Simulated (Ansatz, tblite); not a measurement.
Isomers of Ga2O3⁻ (doublet), found by a short tight-binding search and relaxed with PBE0-D4/def2-SVPD in Ansatz.

The xTB rows come from tblite. Correlated methods freeze 21 core orbitals; core or outer-core shells of Ga are correlated, in sets that lack core-valence functions.

A: At PBE-D4/def2-TZVPD the gap within one spin of the charge -1 doublet nearly closes, so an electron or hole may be smeared out by delocalisation error. B: At CCSD(T)/def2-SVPD the charge -1 doublet is spin-contaminated (final ⟨S²⟩ up to 0.83, 0.75 for a pure state). It holds 1 O–O bond.

Other spin states were run for one of them alone.

A:

```xyz
5

Ga    0.401    0.587    0.151
Ga   -1.035   -1.517   -0.390
O     1.339    1.962    0.504
O     0.011   -0.436   -1.411
O    -0.716   -0.597    1.146
```

B:

Cartesian coordinates in Å:
```
Ga -1.214 -0.674 -0.031
Ga 1.375 0.158 -0.123
O -0.217 0.788 1.021
O 0.447 -1.439 -0.428
O -0.391 1.167 -0.440
```

Q: Estimate their order by electronic energy at ωB97X-V/def2-TZVPD, counted from the lowest.

A: A (0.0) < B (220.0), in kJ/mol.

Q: Do the other levels pick the same lowest one?

A: All that were run do. Energies above each level's lowest (kJ/mol):

```
                level    A      B
             GFN1-xTB  0.0  286.2
             GFN2-xTB  0.0  132.7
         HF/def2-SVPD  0.0  254.0
    PBE-D4/def2-TZVPD  0.0  190.3
 r2SCAN-D4/def2-TZVPD  0.0  204.8
r2SCANh-D4/def2-TZVPD  0.0  207.5
   PBE0-D4/def2-TZVPD  0.0  201.6
   ωB97X-V/def2-TZVPD  0.0  220.0
        MP2/def2-SVPD  0.0  293.9
       CCSD/def2-SVPD  0.0  238.7
    CCSD(T)/def2-SVPD  0.0  233.8
```
Point groups (tolerance 0.1 Å): A C2v, B C2v. Lower isomers may exist.
